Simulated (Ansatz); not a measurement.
System: sum formula H₃SiO₃, charge 0, multiplicity 2. It need not be the lowest isomer of its formula. 
Structure (B3LYP-D3(BJ)/def2-TZVP (Ansatz, a quantum-chemistry and plane-wave program) minimum search):
SMILES: O[Si](O)O
```xyz
7

Si    -0.0585    -0.0377     0.3615
O     -0.8689     1.2701    -0.2270
O     -0.5742    -1.3722    -0.4551
O      1.5457     0.1681     0.0489
H     -0.6334     2.1348     0.1220
H     -1.5100    -1.5895    -0.4086
H      2.1425    -0.5458     0.2917
```
Charge 0, spin multiplicity 2.

Wanted: atomisation energy (electronic, to ground-state atoms); the coupled-cluster value holds the core correlation from cc-pwCVTZ, in eV. Correlated levels leave the core frozen unless marked. UHF or UKS for open shells. Spin-orbit coupling is left out. Non-relativistic. CBS marks a two-point X^-3 extrapolation of the correlation energy; Hartree-Fock from the larger set (for Q and 5 zeta extrapolated as (X+1)exp(-9√X)).

Level to compare with: CCSD(T)/CBS(cc-pV(Q+d)Z,cc-pV(5+d)Z) plus the core term (Ansatz), 28.46 eV. It is a level with limits of its own, and the differences hold the functionals' basis error too.

**Question.** Rank these functionals by how close they come to CCSD(T)/CBS(cc-pV(Q+d)Z,cc-pV(5+d)Z), closest first: B97M-V/def2-TZVPD (Ansatz); HSE06/def2-TZVPD (Ansatz); revPBE/def2-TZVPD (Ansatz).

**Answer.** B97M-V/def2-TZVPD (meta-GGA with VV10, 28.03 eV, difference -0.43), HSE06/def2-TZVPD (screened hybrid, 27.69 eV, difference -0.77), revPBE/def2-TZVPD (GGA, 27.36 eV, difference -1.10)
